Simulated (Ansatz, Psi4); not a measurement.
Here is a job for Ansatz (a program for electronic structure).
Ansatz 0.2 input:
```yaml
crystal:
  periodic: [false, false, false]
  atoms:
    - {symbol: C, position_ang: [-2.83485466, 0.11645217, 0.39917449]}
    - {symbol: C, position_ang: [-1.35119902, 0.04253937, 0.19543320]}
    - {symbol: C, position_ang: [-0.48079655, 0.69822704, 1.05464705]}
    - {symbol: C, position_ang: [0.88746555, 0.65034956, 0.85778854]}
    - {symbol: C, position_ang: [1.41233797, -0.06087735, -0.21302987]}
    - {symbol: O, position_ang: [2.75310773, -0.13806513, -0.44684273]}
    - {symbol: C, position_ang: [0.54999479, -0.72197732, -1.08106165]}
    - {symbol: C, position_ang: [-0.81332749, -0.66596930, -0.87292005]}
    - {symbol: H, position_ang: [-3.32025483, -0.78818912, 0.04028342]}
    - {symbol: H, position_ang: [-3.07584159, 0.25269851, 1.45093519]}
    - {symbol: H, position_ang: [-3.24713136, 0.96147983, -0.15374877]}
    - {symbol: H, position_ang: [-0.87489984, 1.25504510, 1.89283045]}
    - {symbol: H, position_ang: [1.55226643, 1.16616706, 1.53910024]}
    - {symbol: H, position_ang: [3.22889816, 0.36194627, 0.22698678]}
    - {symbol: H, position_ang: [0.96800090, -1.27300046, -1.90846528]}
    - {symbol: H, position_ang: [-1.47362327, -1.18409113, -1.55337055]}
basis:
  gaussian:
    orbitals: STO-3G
hamiltonian:
  xc: pbe
accuracy: high
```

**Question.** Convert this to an input for Psi4.

**Answer.** This is not unique; one that fits is 
```
memory 2 GB

molecule mol {
0 1
C    -2.834855    0.116452    0.399174
C    -1.351199    0.042539    0.195433
C    -0.480797    0.698227    1.054647
C     0.887466    0.650350    0.857789
C     1.412338   -0.060877   -0.213030
O     2.753108   -0.138065   -0.446843
C     0.549995   -0.721977   -1.081062
C    -0.813327   -0.665969   -0.872920
H    -3.320255   -0.788189    0.040283
H    -3.075842    0.252699    1.450935
H    -3.247131    0.961480   -0.153749
H    -0.874900    1.255045    1.892830
H     1.552266    1.166167    1.539100
H     3.228898    0.361946    0.226987
H     0.968001   -1.273000   -1.908465
H    -1.473623   -1.184091   -1.553371
}

set {
  basis sto-3g
  reference rks
  scf_type pk
  puream true
  d_convergence 1e-8
  dft_radial_points 99
  dft_spherical_points 590
}

energy('pbe')
print_variables()
```

Both were run: Ansatz gave -341.998534 Eh and Psi4 -341.998535 Eh, 0.002 mEh apart.
